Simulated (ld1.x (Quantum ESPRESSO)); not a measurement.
Building the PAW potential for Hf (Z = 72) (PBE, fully relativistic).

ld1.x (Quantum ESPRESSO) 7.5 input, shortened:

```
&input
   title='Hf', zed=72., rel=2, dft='PBE', iswitch=3,
   config='[Xe] 4f14 5d2 6s2 6p0', rel_dist='average'
 /
 &inputp
   pseudotype=3, lpaw=.true., tm=.true., lloc=-1, rcloc=1.35,
   nlcc=.false.,
   which_augfun='PSQ', rmatch_augfun_nc=.true.
 /
8
5S  1  0   2.00   0.00  1.45  1.65  0.0
6S  2  0   2.00   0.00  1.45  1.65  0.0
5P  2  1   6.00   0.00  2.10  2.25  0.0
6P  3  1   0.00   0.00  2.10  2.25  0.0
5D  3  2   2.00   0.00  1.85  2.45  0.0
5D  3  2   0.00   1.55  1.85  2.45  0.0
4F  4  3  14.00   0.00  0.70  0.90  0.0
4F  4  3   0.00   2.75  0.70  0.90  0.0
 &test
   configts(1)='4f14 5s2 5p6 5d2 6s2 6p0'
 /
```

Open shells are filled in proportion to 2j + 1 (rel_dist='average').

All-electron outer shells of the reference configuration (PBE, scalar-relativistic, ld1.x):

```
shell  level (eV)  outermost node (bohr)  outermost maximum (bohr)
   4p     -379.08                   0.25                      0.46
   4d     -206.67                   0.23                      0.47
   5s      -67.02                   0.55                      1.01
   5p      -35.57                   0.60                      1.16
   4f      -16.83                      –                      0.45
   6s       -5.11                   1.37                      2.89
   5d       -2.69                   0.67                      1.69
   6p       -1.40                   1.66                      4.05
```

What the tests gave:

```json
{
  "Configuration tests": "test run stopped at test 4 of 7 (negative rho)",
  "Density cutoff estimated by the generator": "1179 Ry"
}
```

The ghost test of this file was not conclusive.

Generation and tests took about 6.1 s on one core of a shared server CPU.
